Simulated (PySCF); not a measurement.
# HOsN: bending curve

These are results of PBE0 in PySCF with Os def2-TZVP with ECP60, N def2-TZVP, H def2-TZVP; scalar-relativistic core potentials, no spin–orbit coupling; density-fitted integrals, not measurements.

Rigid scan from the singlet minimum (Os–H 1.588 Å, Os–N 1.594 Å; H–Os–N 93.8°). Coordinate: the N–Os–H angle, bonds fixed. Energies in kJ/mol from the minimum.

```tsv
bond angle (°)	E (kJ/mol)	dipole size (D)
80	16.7	2.46
90	1.2	2.54
100	3.0	2.60
110	19.8	2.67
120	48.8	2.75
130	86.2	2.76
140	128.4	2.54
150	172.2	2.09
160	212.7	1.48
170	242.3	0.83
180	253.3	0.43
```

With the bonds held, the linear shape lies 253.3 kJ/mol from the minimum.

Spin–orbit coupling, left out here, can matter for elements this heavy.

Other isomers or separated fragments may lie lower.

The scan took 8.3 s on 2 threads of a shared Arm Neoverse V1 host; the process peaked at 0.74 GiB.
